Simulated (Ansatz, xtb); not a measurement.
C3H7AlClN: where a starting geometry ends

The starting geometry of this gas-phase singlet was built from a drawn formula by distance geometry and a force field; its bonds are those of `C=C(Cl)[N](C)[AlH2]`.

```json
{"atom": "C", "x (Å)": "-1.5128", "y (Å)": "-1.2096", "z (Å)": "0.7873"}
{"atom": "C", "x (Å)": "-0.2046", "y (Å)": "-0.9887", "z (Å)": "0.5593"}
{"atom": "C", "x (Å)": "1.9569", "y (Å)": "-0.1622", "z (Å)": "1.4719"}
{"atom": "Al", "x (Å)": "-0.2191", "y (Å)": "1.7815", "z (Å)": "1.5955"}
{"atom": "Cl", "x (Å)": "0.5730", "y (Å)": "-2.0808", "z (Å)": "-0.5632"}
{"atom": "N", "x (Å)": "0.5387", "y (Å)": "0.0303", "z (Å)": "1.2623"}
{"atom": "H", "x (Å)": "-2.0590", "y (Å)": "-0.6081", "z (Å)": "1.5174"}
{"atom": "H", "x (Å)": "-2.0782", "y (Å)": "-1.9728", "z (Å)": "0.2626"}
{"atom": "H", "x (Å)": "2.5067", "y (Å)": "0.2052", "z (Å)": "0.5633"}
{"atom": "H", "x (Å)": "2.1963", "y (Å)": "-1.2358", "z (Å)": "1.6767"}
{"atom": "H", "x (Å)": "2.2736", "y (Å)": "0.4372", "z (Å)": "2.3287"}
{"atom": "H", "x (Å)": "0.6920", "y (Å)": "2.8914", "z (Å)": "2.2316"}
{"atom": "H", "x (Å)": "-1.7506", "y (Å)": "2.0558", "z (Å)": "1.2151"}
```

Q: Predict what becomes of its bonds when it is optimised with r2SCAN-D4/def2-SVP.

A: It keeps its bonds, and is `C=C(Cl)[N](C)[AlH2]`.

The energy falls by 0.44 eV over 10 steps:

```json
{"step": "1", "E − E(last) (eV)": "0.442"}
{"step": "2", "E − E(last) (eV)": "0.143"}
{"step": "3", "E − E(last) (eV)": "0.067"}
{"step": "4", "E − E(last) (eV)": "0.029"}
{"step": "5", "E − E(last) (eV)": "0.011"}
{"step": "6", "E − E(last) (eV)": "0.004"}
{"step": "7", "E − E(last) (eV)": "0.001"}
{"step": "8", "E − E(last) (eV)": "0.000"}
{"step": "9", "E − E(last) (eV)": "0.000"}
{"step": "10", "E − E(last) (eV)": "0.000"}
```

Final geometry (Å):

```yaml
atoms:
  - { symbol: C, position_ang: [-1.4647, -1.2689, 0.8832] }
  - { symbol: C, position_ang: [-0.2305, -0.8512, 0.5554] }
  - { symbol: C, position_ang: [1.9056, -0.1870, 1.5016] }
  - { symbol: Al, position_ang: [-0.2299, 1.7512, 1.5249] }
  - { symbol: Cl, position_ang: [0.5359, -1.5569, -0.8929] }
  - { symbol: N, position_ang: [0.5081, 0.1257, 1.1984] }
  - { symbol: H, position_ang: [-1.9269, -0.9126, 1.8069] }
  - { symbol: H, position_ang: [-2.0195, -1.9511, 0.2392] }
  - { symbol: H, position_ang: [2.4840, -0.3710, 0.5811] }
  - { symbol: H, position_ang: [1.9825, -1.0843, 2.1403] }
  - { symbol: H, position_ang: [2.3603, 0.6596, 2.0366] }
  - { symbol: H, position_ang: [0.6835, 2.7355, 2.3657] }
  - { symbol: H, position_ang: [-1.6755, 2.0544, 0.9681] }
```

From the same start GFN2-xTB ends elsewhere, differing in C1–Al4 (2.09 against 3.33 Å here).

No frequencies were run, so the end isn't proven a minimum. Run with Ansatz 0.2.0, 46 s on 2 threads of Intel(R) Xeon(R) Processor @ 2.70GHz, on a shared host.
